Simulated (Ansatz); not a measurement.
Ansatz (an electronic-structure program) input file for Cl₂H₄SSi₂, SMILES Cl[SiH2]S[SiH2]Cl, PBE0/def2-SVPD. Geometry optimised at r2SCAN-D4/def2-SVP. This is a generated structure with no PubChem entry under its InChIKey; it may be hypothetical. The values are those of a single conformer.

Ansatz 0.2 input:
```yaml
crystal:
  periodic: [false, false, false]
  atoms:
    - {symbol: Si, position_ang: [-1.35516664, 0.90224488, -0.07377218]}
    - {symbol: Cl, position_ang: [-2.65318676, -0.48957207, 0.74224076]}
    - {symbol: S, position_ang: [-0.00000000, -0.00000001, -1.47370142]}
    - {symbol: Si, position_ang: [1.35516664, -0.90224488, -0.07377217]}
    - {symbol: Cl, position_ang: [2.65318676, 0.48957208, 0.74224075]}
    - {symbol: H, position_ang: [-0.59504199, 1.51443731, 1.04679158]}
    - {symbol: H, position_ang: [-2.14156302, 1.89716601, -0.84246256]}
    - {symbol: H, position_ang: [0.59504199, -1.51443731, 1.04679159]}
    - {symbol: H, position_ang: [2.14156302, -1.89716601, -0.84246255]}
basis:
  gaussian:
    orbitals: def2-SVPD
hamiltonian:
  xc: {name: PBE0}
```

Program output:

```
WARN ansatz: RAYON_NUM_THREADS=1 ignored (pool sized by the plan → 1); use --threads N
Functional definition: PBE0
integrals: 0.14 GiB planned
1593 factors; their error is unknown
mean field: 1.07 GiB planned
mean field evaluation 1: about -51669.8389 eV, gradient 1.7e1 eV
mean field evaluation 2: about -51669.9895 eV, gradient 1.5e1 eV
mean field evaluation 4: about -51670.5649 eV, gradient 6.9e-1 eV
mean field evaluation 8: about -51670.9470 eV, gradient 1.3e-1 eV
mean field -51670.94699021 eV, -1898.8722780644 hartree, gradient 3.7e-5 eV, S^2 0.000000; 0 other end points of the search recorded, 0 dependent functions left out
reference -51670.94703711 eV, -1898.8722797879 hartree; 41, 41 occupied and 120, 120 virtual orbitals, 1593 factors
Total energy: -51670.94703711 eV, -1898.8722797879 hartree
```

Self-consistency was reached.
